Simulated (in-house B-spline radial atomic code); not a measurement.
# Binding energies in the europium ion Eu⁶⁺

NIST's tabulated ground configuration is [Kr] 4d10 4f5 5s2 5p4; each binding energy is the energy of the ion with one electron taken from that subshell, relaxed, less that of the parent. All numbers are computed (Dirac-Hartree-Fock, average of configuration; Fermi nucleus of rms radius 5.1115 fm) with an all-electron radial atomic-structure program (B-spline basis), not measured. Energies include first-order Breit, QED and recoil terms.

```json
{"subshell": "1s", "X-ray name": "K", "binding energy (eV)": "48614.8", "-ε (eV)": "48892.9", "relaxation (eV)": "73.2"}
{"subshell": "2s", "X-ray name": "L1", "binding energy (eV)": "8156.3", "-ε (eV)": "8219.8", "relaxation (eV)": "40.0"}
{"subshell": "3s", "X-ray name": "M1", "binding energy (eV)": "1906.1", "-ε (eV)": "1929.5", "relaxation (eV)": "19.0"}
{"subshell": "3d3/2", "X-ray name": "M4", "binding energy (eV)": "1260.5", "-ε (eV)": "1282.8", "relaxation (eV)": "20.8"}
{"subshell": "3d5/2", "X-ray name": "M5", "binding energy (eV)": "1232.5", "-ε (eV)": "1253.8", "relaxation (eV)": "20.5"}
{"subshell": "4s", "X-ray name": "N1", "binding energy (eV)": "469.3", "-ε (eV)": "476.5", "relaxation (eV)": "6.3"}
{"subshell": "4d3/2", "X-ray name": "N4", "binding energy (eV)": "240", "-ε (eV)": "245.2", "relaxation (eV)": "5.2"}
{"subshell": "4d5/2", "X-ray name": "N5", "binding energy (eV)": "234.7", "-ε (eV)": "239.7", "relaxation (eV)": "5.0"}
{"subshell": "5s", "X-ray name": "O1", "binding energy (eV)": "127.9", "-ε (eV)": "128.8", "relaxation (eV)": "0.7"}
{"subshell": "5p", "X-ray name": "O2,3", "binding energy (eV)": "101.5", "-ε (eV)": "102.1", "relaxation (eV)": "0.5"}
{"subshell": "4f", "X-ray name": "N6,7", "binding energy (eV)": "94.49", "-ε (eV)": "98.00", "relaxation (eV)": "3.65"}
```

Relaxation = -ε minus the binding energy without Breit, QED and recoil terms.

Task: What does it cost to remove both a 3s and a 4d5/2 electron?

Result: 2172.6 eV, which is 31.89 eV more than the two single binding energies together.

Task: What does it cost to remove two 4d5/2 electrons?

Result: 496.66 eV, which is 27.32 eV more than the two single binding energies together.

Task: What does it cost to remove both a 3s and a 3d5/2 electron?

Result: 3198.4 eV, which is 59.83 eV more than the two single binding energies together.
